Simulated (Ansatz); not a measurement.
The first iterations of a band of BH4NO + ClH (9 atoms, charge 0, multiplicity 1).

Theory: RHF/def2-SVP (Ansatz 0.2.0).

| Quantity | Value |
| --- | --- |
| movable images | 5 |
| climbing image | yes |
| spring | 5.0 eV/Å² |
| optimiser | quadratic models (default) |
| start path | through a guess of the saddle point |
| force threshold | 0.05 eV/Å |
| iteration limit | 60 |
| end points | relaxed |

Image 0:

```xyz
9
Properties=species:S:1:pos:R:3
B -0.071 -0.469 -0.138
O -0.539 0.096 1.022
H -1.310 -0.318 1.372
N 1.067 0.061 -0.744
H 1.566 0.844 -0.373
H 1.450 -0.312 -1.586
H -0.642 -1.411 -0.622
Cl 1.224 2.681 2.020
H 0.409 1.713 1.814
```

Image 6:

```xyz
9
Properties=species:S:1:pos:R:3
B 0.266 0.677 -0.608
O -0.402 -0.266 2.424
H -1.336 -0.251 2.283
N 1.442 0.039 -0.944
H 1.450 -0.867 -1.365
H 2.347 0.405 -0.729
H -0.805 0.217 -0.859
Cl 0.327 2.289 0.187
H -0.135 0.641 2.376
```

| iteration | highest image above the first end (eV) | largest band force component (eV/Å) |
| --- | --- | --- |
| 1 | 21.249 | 109.427 |
| 2 | 8.596 | 39.580 |
| 3 | 4.620 | 19.355 |
| 4 | 2.215 | 6.263 |
| 5 | 1.600 | 3.479 |
| 6 | 1.519 | 1.798 |
| 7 | 1.421 | 2.573 |
| 8 | 1.371 | 2.311 |
| 9 | 1.341 | 1.248 |
| 10 | 1.313 | 1.626 |
| 11 | 1.314 | 0.206 |
| 12 | 1.434 | 1.661 |
| 13 | 1.500 | 1.572 |
| 14 | 1.569 | 1.702 |
| 15 | 1.609 | 1.595 |
| 16 | 1.476 | 1.169 |

**Question.** Does the band converge within its limit, and where does its top end?

**Answer.** It converged. It ended after 50 iterations with the highest image 1.539 eV above the first end. The profile has 2 maxima (images 3, 5) with wells between them (image 4): this band takes more than one step, which may be the mechanism or a detour left from its start path. Neighbouring images differ by up to 1.4 eV, so the band resolves the path poorly. A vibrational analysis at the climbing image gives one clearly imaginary mode, 325i cm⁻¹: a first-order saddle point. The orbitals stay closed-shell, which can raise the energy where a bond breaks towards radicals; this wasn't checked here.

Time of the run: 4.8 min on 1 thread of Arm Neoverse V2, on a shared host, peak memory 0.15 GiB.
